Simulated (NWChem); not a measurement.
Molecule: Si2H5, doublet; SMILES [SiH2][SiH3]

All runs: NWChem. Spin-unrestricted. All runs use the structure optimised with PBE0/def2-SVP, spin-unrestricted. No stability test was run on the SCF state.

**Question.** Predict the results for PBE0/cc-pVDZ. Quantities: highest occupied level (eV); lowest empty minus highest occupied level, either spin (eV); dipole (D); <S²>.

**Answer.** highest occupied level (eV): -6.21
lowest empty minus highest occupied level, either spin (eV): 3.57
dipole (D): 0.06
<S²>: 0.754
